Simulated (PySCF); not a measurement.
Stretching RbCl

Set-up: Rb def2-SVPD with ECP28, Cl def2-SVPD; scalar-relativistic core potentials (PySCF 2.14). Energies in eV from Rb + Cl in their ground configurations at the same level. State: ¹Σ⁺ (singlet), closed shell.

All columns are r²SCAN. A positive dipole means Rb(−)Cl(+).

| R (Å) | E (eV) | μ (D) | Mulliken charge on Rb (basis-dependent) | HOMO (eV) | LUMO (eV) | Mayer bond order | ⟨S²⟩ |
| --- | --- | --- | --- | --- | --- | --- | --- |
| 2.465 | -3.781 | -9.03 | 0.92 | -5.15 | -0.87 | 0.18 | 0.00 |
| 2.579 | -4.138 | -9.65 | 0.94 | -5.16 | -0.94 | 0.15 | 0.00 |
| 2.694 | -4.329 | -10.25 | 0.95 | -5.07 | -1.01 | 0.13 | 0.00 |
| 2.780 | -4.397 | -10.70 | 0.95 | -4.95 | -1.06 | 0.12 | 0.00 |
| 2.866 | -4.418 | -11.15 | 0.95 | -4.85 | -1.11 | 0.11 | 0.00 |
| 2.952 | -4.405 | -11.59 | 0.95 | -4.74 | -1.17 | 0.11 | 0.00 |
| 3.067 | -4.350 | -12.18 | 0.95 | -4.62 | -1.24 | 0.10 | 0.00 |
| 3.210 | -4.241 | -12.91 | 0.95 | -4.46 | -1.33 | 0.10 | 0.00 |
| 3.382 | -4.079 | -13.80 | 0.95 | -4.29 | -1.44 | 0.09 | 0.00 |
| 3.611 | -3.841 | -14.97 | 0.95 | -4.09 | -1.59 | 0.09 | 0.00 |

A fit through these points gives, at Re = 2.872 Å, μ = -11.17 D and dμ/dR = -5.16 D/Å; the reduced mass is 24.77 u.

Q: How strong is the fundamental in the double-harmonic approximation, I = 42.26·(dμ/dR)²/μred km/mol?

A: I = 42.26·(-5.16)²/24.77 = 45.4 km/mol at r²SCAN.
